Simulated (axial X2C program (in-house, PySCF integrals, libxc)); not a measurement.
# SnF⁺: properties at the nuclei

Calculated with an in-house all-electron X2C program for linear molecules (integrals from PySCF): two-component X2C with atomic mean-field Coulomb and Gaunt terms, Gaussian nuclei, basis Sn dyall-cv3z, F dyall-av3z with contracted cores.

R = 1.878 Å (near the PBE0 minimum at charge 1 of the determinant lowest at the starting distance; the state shown can have its own minimum elsewhere).

Input and command:
```json
{"zs": [50, 9], "q": 1, "bas": ["dyall-cv3z", "dyall-av3z"], "r0": 2.04, "levels": ["PBE0", "HF", "TPSSh", "PBE50", "BP86"], "nst": 3}
```
```bash
python soeom.py task.json out
```

Keys: zs atomic numbers; q charge; bas basis sets; r0 starting distance in Å; levels methods; nst determinants followed.

Determinant lowest in the PBE0 search, Ω = 0 (closed shell), highest spinor 40% F p, 36% Sn s, 19% Sn p:

```json
{"level": "PBE0", "qzz Sn (a.u.)": "-6.29", "qzz F (a.u.)": "0.76"}
{"level": "HF", "qzz Sn (a.u.)": "-6.73", "qzz F (a.u.)": "0.83"}
{"level": "TPSSh", "qzz Sn (a.u.)": "-6.19", "qzz F (a.u.)": "0.73"}
{"level": "PBE50", "qzz Sn (a.u.)": "-6.54", "qzz F (a.u.)": "0.83"}
{"level": "BP86", "qzz Sn (a.u.)": "-5.98", "qzz F (a.u.)": "0.66"}
```

qzz is the electric field gradient, eQq0 = 234.96 MHz × Q/barn × qzz. The operators were transformed with the bare-nucleus X2C matrices; with these basis sets, hyperfine constants and field gradients can be off by tens of per cent, and where levels differ in sign neither size nor sign is settled.

Each state is one determinant with collinear spin. The search compared states at one distance, so a state with another bond length can lie lower.
